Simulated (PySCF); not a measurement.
The dipole of `O[SiH2]O[SiH3]` from its density and from atomic charges.

Coordinates (PBE0-D3(BJ)/def2-SVP, Å) and charges (e) from the PBE0/pcSseg-1 density (PySCF):

```csv
atom,x,y,z,Mulliken,IAO,Hirshfeld,ESP-fitted
O1,2.382,-0.494,-0.144,-0.5601,-0.7767,-0.3091,-0.6927
Si2,0.866,-1.123,0.055,+0.9812,+1.1907,+0.4551,+0.8089
O3,-0.248,0.088,0.193,-0.7540,-0.8793,-0.3119,-0.4635
Si4,-1.775,0.682,0.406,+0.7287,+0.8576,+0.3910,+0.5506
H5,2.740,0.023,0.583,+0.2518,+0.3628,+0.1789,+0.4286
H6,0.603,-1.926,-1.166,-0.1379,-0.1548,-0.0772,-0.1194
H7,0.784,-1.956,1.292,-0.1569,-0.1780,-0.0891,-0.1722
H8,-2.664,0.245,-0.713,-0.1161,-0.1428,-0.0795,-0.1144
H9,-1.710,2.171,0.433,-0.1175,-0.1341,-0.0768,-0.1069
H10,-2.348,0.191,1.696,-0.1192,-0.1452,-0.0815,-0.1191
```

Q: Compute μ = Σ q r for each scheme (1 e·Å = 4.803 D) and compare with the dipole of the full density.

A: The full density gives (-0.34, 0.34, 1.32) D, 1.40 D in size; dipole vectors point from the negative to the positive end.

| scheme | μx | μy | μz | size (D) | share of the full size (%) | angle to the full dipole (°) |
| --- | --- | --- | --- | --- | --- | --- |
| Mulliken | -1.53 | -0.59 | 1.05 | 1.94 | 138 | 51 |
| IAO | -1.98 | -0.69 | 1.51 | 2.58 | 184 | 48 |
| Hirshfeld | -0.24 | 0.03 | 0.63 | 0.68 | 48 | 13 |
| ESP-fitted | -0.37 | 0.30 | 1.33 | 1.42 | 101 | 2 |

Q: Which set comes closest?

A: Length of the difference vector: ESP-fitted 0.06 D, Hirshfeld 0.76 D, Mulliken 1.53 D, IAO 1.95 D. Closest: ESP-fitted. ESP charges are fitted to the potential around the molecule, whose slowest-falling term is the dipole's. The schemes that divide the density aren't constrained to reproduce the dipole.

Q: What is left for the Hirshfeld atoms' own dipoles?

A: The shares of the density sum to the whole, so what Σ q r misses lies in dipoles about the nuclei. The atomic dipoles sum to (-0.34, 0.34, 1.32) − (-0.24, 0.03, 0.63) = (-0.10, 0.31, 0.69) D, 0.76 D in size.

Q: With the origin at the mean of the coordinates, (-0.137, -0.210, 0.264) Å, which are the largest single terms, by size, of the ESP-fitted dipole along the direction of the full one?

A: O1 +3.52, Si2 -2.57, Si4 +1.97, H10 -1.13, H6 +1.11 D; all 10 atoms together +1.42 D. The single terms depend on the origin, their sum doesn't.

Q: Give the size of the full dipole in other units.

A: 1.40 D = 0.553 au = 0.292 e·Å = 4.69 × 10⁻³⁰ C·m.

Geometry: PBE0-D3(BJ)/def2-SVP, one conformer, isolated molecule.

Conformer computed: `[OH:1][SiH2:2][O:3][SiH3:4]`: O1–Si2–O3–Si4 -179°, H–O1–Si2–O3 64°.
